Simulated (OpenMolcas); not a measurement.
Ni2+ with 6 ligands (fluoride) in tetragonal octahedral coordination (D4h). The axial distance is 1.12 times the equatorial one, R.

```
Program             : OpenMolcas
Method              : CASSCF
Basis               : ANO-RCC-VDZP [5s4p2d1f]
Scalar Hamiltonian  : DKH2, point nucleus
Active space        : 8 electrons in 5 orbitals (3d)
State averaging     : 2S+1 = 3 even, 10 roots; 2S+1 = 1 even, 15 roots
Spin-orbit coupling : RASSI with atomic mean-field integrals over the reference wave functions
```

All ligands move together. At R = 2 Å the first state of the same spin is 4044 cm-1, and at R = 2.12 Å it is 2784 cm-1.

Task: A third run gives 5380 cm-1. What distance was it run at?

Result: With a power law R^-n the two known points give n = -ln(2784 / 4044) / ln(2.12 / 2) = 6.41. Then R = 2 × (4044 / 5380)^(1/6.41) = 1.913 Å. The run was at 1.91 Å, so the estimate is off by +0.003 Å.

Without dynamic correlation the repulsion within the d shell is too large (B by tens of per cent), so at a given field states of lower spin stand too high. Ligand-to-metal charge-transfer states are missing. With no ligand orbital active B as a rule stays too high, so bands that hang on it stand too high and its fall with covalency is understated. With metal d orbitals alone and no dynamic correlation the field as a rule comes out too small, by tens of per cent, by up to half for chloride and softer ligands, and the orbital part of g and χT, which goes as 1/10Dq, too large. No measured value stands beside these numbers; the geometry was imposed, not optimised, and the real ion may take another.
